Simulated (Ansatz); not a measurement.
Spectroscopic constants of NaB, multiplicity 3 (lowest of 2S+1 = 1, 3 at CCSD(T)/def2-TZVPP on PBE0 minima; our sources give no spin for the ground state, which may be another).

D_e counts from the fitted minimum to each atom's lowest state at the same level, without counterpoise.

Correlated levels freeze the inner cores; with def2 sets outer-core shells near the valence are correlated too.

The values were computed with Ansatz (Gaussian basis) for Hartree–Fock, density functionals and correlated methods. 

The comparison value is 18.26 kcal/mol (CCSD(T)/def2-QZVPP). It is a level with limits of its own, not the exact answer.

**Question.** Order these levels by how close they come to the comparison value for the bond energy D_e, closest first: r2SCAN/def2-TZVPP, SVWN5/def2-TZVPP, CAM-B3LYP/def2-TZVPP, PBE0/def2-TZVPP, BHLYP/def2-TZVPP. Give each level's value less the comparison value.

**Answer.** CAM-B3LYP/def2-TZVPP (0.33 kcal/mol), BHLYP/def2-TZVPP (-2.09 kcal/mol), PBE0/def2-TZVPP (3.63 kcal/mol), r2SCAN/def2-TZVPP (7.40 kcal/mol), SVWN5/def2-TZVPP (10.83 kcal/mol)

Ansatz is a quantum-chemistry and plane-wave program.
